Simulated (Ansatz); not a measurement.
```yaml
crystal:
  periodic: [false, false, false]
  atoms:
    - {symbol: W, position_ang: [1.191193, 0.214149, -0.478884]}
    - {symbol: W, position_ang: [-1.021713, 0.738003, -0.269845]}
    - {symbol: P, position_ang: [-0.697672, -1.369573, -0.779878]}
    - {symbol: P, position_ang: [0.622232, 0.408856, 1.632430]}
basis:
  gaussian: {orbitals: def2-SVP}
hamiltonian: {xc: {name: B3LYP}}
output: {forces: true}
```

```sh
$ ansatz run in.yaml --threads 4 --pin off --events-out ev --progress --plain --max-ram 3916MiB
```

It prints (some lines left out):

```
Functional definition: B3LYP
950 factors; integrals over basis functions are off by at most 8.6e-4 eV
mean field evaluation 1: about -22215.8511 eV, gradient 5.4e1 eV
mean field evaluation 2: about -22166.3951 eV, gradient 1.4e2 eV
mean field evaluation 4: about -22222.1440 eV, gradient 1.4e1 eV
mean field evaluation 8: about -22222.7110 eV, gradient 7.1e-1 eV
mean field evaluation 16: about -22222.7913 eV, gradient 2.0e-3 eV
mean field -22222.79133737 eV, -816.6725184993 hartree, gradient 3.2e-5 eV, S^2 0.000000; 0 other end points of the search recorded, 0 dependent functions left out
reference -22222.79155648 eV, -816.6725265517 hartree; 29, 29 occupied and 71, 71 virtual orbitals, 950 factors
Total energy: -22222.79155648 eV, -816.6725265517 hartree
Atom 0 at     1.191193     0.214149    -0.478884 Å, force    -0.682557     0.403923    -0.078517 eV/Å
Atom 1 at    -1.021713     0.738003    -0.269845 Å, force     0.932263     0.097410     0.004142 eV/Å
Atom 2 at    -0.697672    -1.369573    -0.779878 Å, force    -0.292593    -0.674613    -0.321978 eV/Å
Atom 3 at     0.622232     0.408856     1.632430 Å, force     0.042886     0.173280     0.396353 eV/Å
Dipole moment:     0.067882     0.488838    -0.420392 e Å
```

Run time 2.3 s (4 threads of Arm Neoverse V1 on a shared host).

In the def2 sets W takes a core potential; there is no spin–orbit coupling. B3LYP takes the VWN-RPA correlation. The restricted singlet is unstable towards broken spin symmetry at other levels; at RKS B3LYP/def2-SVP this wasn't settled.
